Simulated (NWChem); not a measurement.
System: CH4O2Si; SMILES [SiH3]OC=O

```xyz
8

O     -0.7524    -1.5783     0.0000
C      0.4194    -1.2854     0.0000
O      0.8936    -0.0291     0.0000
Si    -0.2407     1.2625     0.0000
H      1.2419    -2.0158     0.0000
H     -1.0734     1.2262    -1.2237
H     -1.0734     1.2262     1.2237
H      0.6290     2.4603     0.0000
```
Atoms are numbered in this order, from 1.

Program: NWChem. The geometry was optimised at B3LYP/6-31G* (spherical d). Total energies of different functionals are on different scales.

```
level                   energy (Ha)  highest occupied level (eV)  orbital gap (eV)  dipole (D)  relative time
----------------------  -----------  ---------------------------  ----------------  ----------  -------------
PBE/def2-TZVP             -480.2181                        -6.95              5.32        1.51              1
B3LYP/def2-TZVP           -480.6045                        -8.36              7.61        1.58              1
BLYP/def2-TZVP            -480.5409                        -6.86              5.34        1.52              2
Hartree-Fock/def2-TZVP    -478.9916                       -12.90             15.94        1.79              1
PW6B95/def2-TZVP          -481.0532                        -8.79              8.39        1.58              1
CAM-B3LYP/def2-TZVP       -480.5184                       -10.11             10.86        1.61              7
```

Times are rough ratios from one shared machine.
